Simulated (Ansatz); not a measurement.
Reaction (silylene formation by 1,1-elimination): `C[SiH2]B(N)Cl` → `CB(N)Cl` + `[SiH2]`

Program: Ansatz. Geometries: PBE0-D4/def2-TZVP. ΔE: electronic, gas phase. CBS: MP2 limit from def2 TZ/QZ plus the TZ coupled-cluster correction, frozen cores. This one scheme is used for every species. Functionals use def2-TZVPP. B3LYP here is the variant with VWN-RPA as its local correlation; programs differ in this. HSE06 is defined as in plane-wave codes. Each species was taken in one conformer, which may not be the lowest.

| level | ΔE (kcal/mol) | difference from CCSD(T)/CBS |
| --- | --- | --- |
| LDA (SPW92) | 58.4 | 7.7 |
| PBE-D4 | 53.4 | 2.7 |
| revPBE-D4 | 52.1 | 1.4 |
| BLYP-D4 | 48.1 | -2.6 |
| r2SCAN-D4 | 55.6 | 4.9 |
| B97M-V | 49.0 | -1.7 |
| PBE0-D4 | 54.4 | 3.7 |
| B3LYP-D4 | 49.7 | -1.0 |
| r2SCANh-D4 | 55.6 | 4.9 |
| r2SCAN0-D4 | 55.5 | 4.8 |
| HSE06-D4 | 54.3 | 3.6 |
| BHLYP-D4 | 50.9 | 0.2 |
| CAM-B3LYP-D4 | 50.7 | 0.0 |
| ωB97X-V | 53.0 | 2.3 |
| ωB97M-V | 48.9 | -1.8 |
| B2PLYP | 48.9 | -1.8 |
| PBE-QIDH | 54.3 | 3.6 |
| PBE | 51.4 | 0.7 |
| BLYP | 44.0 | -6.7 |
| r2SCAN | 55.1 | 4.4 |
| PBE0 | 52.5 | 1.8 |
| B3LYP | 46.4 | -4.3 |
| r2SCANh | 54.9 | 4.2 |
| r2SCAN0 | 54.8 | 4.1 |
| HSE06 | 52.6 | 1.9 |
| LC-ωPBE | 54.8 | 4.1 |
| RPA@PBE/def2-TZVPP | 45.0 | -5.7 |
| MP2/def2-SVP | 50.0 | -0.7 |
| CCSD/def2-SVP | 44.6 | -6.1 |
| CCSD(T)/def2-SVP | 45.8 | -4.9 |
| HF/def2-TZVPP | 43.4 | -7.3 |
| MP2/def2-TZVPP | 52.9 | 2.2 |
| SCS-MP2/def2-TZVPP | 50.0 | -0.7 |
| CCSD/def2-TZVPP | 47.4 | -3.3 |
| CCSD(T)/def2-TZVPP | 49.0 | -1.7 |
| HF/def2-QZVPP | 43.5 | -7.2 |
| MP2/def2-QZVPP | 53.9 | 3.2 |
| SCS-MP2/def2-QZVPP | 51.0 | 0.3 |
| HF/CBS(def2) | 43.5 | -7.2 |
| MP2/CBS(def2) | 54.6 | 3.9 |
| CCSD(T)/CBS | 50.7 | 0 |

Largest T1 diagnostic among the species: 0.014.

In def2-TZVPP, CCSD(T) changes the Hartree–Fock value by +5.6 kcal/mol (the triples alone add +1.5 kcal/mol) and MP2 by +9.5 kcal/mol. From BLYP to BHLYP (50 % exact exchange), in def2-TZVPP and without D4, ΔE moves by +3.9 kcal/mol. At CCSD(T), def2-SVP lies −4.9 kcal/mol from the extrapolated value and def2-TZVPP −1.7 kcal/mol.

CCSD(T)/CBS has its own doubt, a few kJ/mol and more with outer-core shells, so smaller differences from it don't rank the levels.
